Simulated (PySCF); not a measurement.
**How methods differ on the excitation energy of Hg⁺**

Hg⁺ [Xe] 4f14 5d10 6s1 (2S) → Hg⁺ [Xe] 4f14 5d9 6s1 6p1 (high-spin determinant), as a difference of total energies. Computed with PySCF 2.14 in aug-cc-pwCVDZ-PP with ECP60MDF, with scalar relativity through the core potential. Correlated levels: valence and next inner shell: nothing frozen outside the core potential. The calculations carry no spin-orbit coupling.

```tsv
method	excitation energy (eV)
UHF	10.115
MP2 (valence and next inner shell)	11.442
SCS-MP2 (valence and next inner shell)	11.392
CCSD (valence and next inner shell)	11.069
CCSD(T) (valence and next inner shell)	11.108
```

**Question.** How much does correlation contribute at CCSD(T) (valence and next inner shell)?

**Answer.** 11.108 − (10.115) = 0.993 eV, measured against UHF.

The determinant of the upper state mixes LS terms, which raises its energy above the lowest term, most at the Hartree-Fock and MP2 levels.
